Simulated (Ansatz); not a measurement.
System: C6H12, charge 0, multiplicity 1. 
Structure (B3LYP-D3(BJ)/def2-TZVP (Ansatz, a first-principles code) minimum search):
SMILES: CC/C=C\CC
```xyz
18

C      2.7611    -0.2245    -0.0421
C      1.4339     0.0940    -0.7403
C      0.5363     0.9440     0.1078
C     -0.6451     0.6169     0.6274
C     -1.3936    -0.6722     0.4680
C     -2.7115    -0.4876    -0.2933
H      2.5900    -0.8024     0.8679
H      3.4212    -0.8000    -0.6940
H      3.2843     0.6915     0.2411
H      1.6457     0.6272    -1.6736
H      0.9373    -0.8349    -1.0236
H      0.9251     1.9351     0.3297
H     -1.1553     1.3679     1.2260
H     -1.6143    -1.0770     1.4618
H     -0.7802    -1.4188    -0.0380
H     -3.3498     0.2478     0.2014
H     -2.5248    -0.1337    -1.3088
H     -3.2660    -1.4260    -0.3546
```
Charge 0, spin multiplicity 1.

Basis-set convergence of Hartree-Fock and CCSD(T) correlation energies (hartree) with Ansatz. Correlated levels leave the core frozen unless marked. Spin-orbit coupling is left out. Non-relativistic.

```json
[
 {"basis": "aug-cc-pVDZ", "functions": "246", "E(HF)": "-234.20285", "E(corr, CCSD(T))": "-0.99167"},
 {"basis": "aug-cc-pVTZ", "functions": "552", "E(HF)": "(withheld)", "E(corr, CCSD(T))": "(withheld)"}
]
```

### Question
What belongs in the gaps?

### Answer

- aug-cc-pVTZ, E(HF): -234.26146
- aug-cc-pVTZ, E(corr, CCSD(T)): -1.15764
